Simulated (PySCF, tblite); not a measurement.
Isomers of C5H8F3O (doublet state), one GFN2-xTB conformer each. Single-point energies are computed at B3LYP/pcH-1 (PySCF, gas phase, no added dispersion term), electronic only. GFN2-xTB treats the open shell by occupation alone, and not every SCF solution was tested for stability.

```json
{"SMILES": "CC[CH]OCC(F)(F)F", "GFN2-xTB relative energy (kcal/mol)": "3.7"}
{"SMILES": "CCCO[CH]C(F)(F)F", "GFN2-xTB relative energy (kcal/mol)": "0.0"}
```

Conformers: `[CH3:1][CH2:2][CH:3][O:4][CH2:5][C:6]([F:7])([F:8])[F:9]` (doublet state) with C1–C2–C3–O4 -92°, C2–C3–O4–C5 -178°, C3–O4–C5–C6 76°; `[CH3:1][CH2:2][CH2:3][O:4][CH:5][C:6]([F:7])([F:8])[F:9]` (doublet state) with C1–C2–C3–O4 180°, C2–C3–O4–C5 180°, C3–O4–C5–C6 0°.

Task: What does B3LYP/pcH-1 give for the same structures?

Result: 
```json
{"SMILES": "CCCO[CH]C(F)(F)F", "B3LYP/pcH-1 E (Eh)": "-570.07989", "B3LYP/pcH-1 (kcal/mol)": "0.0", "GFN2-xTB (kcal/mol)": "0.0", "point group": "Cs"}
{"SMILES": "CC[CH]OCC(F)(F)F", "B3LYP/pcH-1 E (Eh)": "-570.07891", "B3LYP/pcH-1 (kcal/mol)": "0.6", "GFN2-xTB (kcal/mol)": "3.7", "point group": "C1"}
```

Both levels put the same isomer lowest. Neighbours under 5.0 kcal/mol apart (CCCO[CH]C(F)(F)F and CC[CH]OCC(F)(F)F) can change places with a better method, another conformer or zero-point energy.

Task: What happens when harmonic zero-point energies from GFN2-xTB frequencies are added?

Result: 
```json
{"SMILES": "CCCO[CH]C(F)(F)F", "ZPE (kcal/mol)": "77.7", "electronic (kcal/mol)": "0.0", "with ZPE (kcal/mol)": "0.0"}
{"SMILES": "CC[CH]OCC(F)(F)F", "ZPE (kcal/mol)": "77.8", "electronic (kcal/mol)": "0.6", "with ZPE (kcal/mol)": "0.7"}
```

The zero-point energies span 0.1 kcal/mol. The order is unchanged.
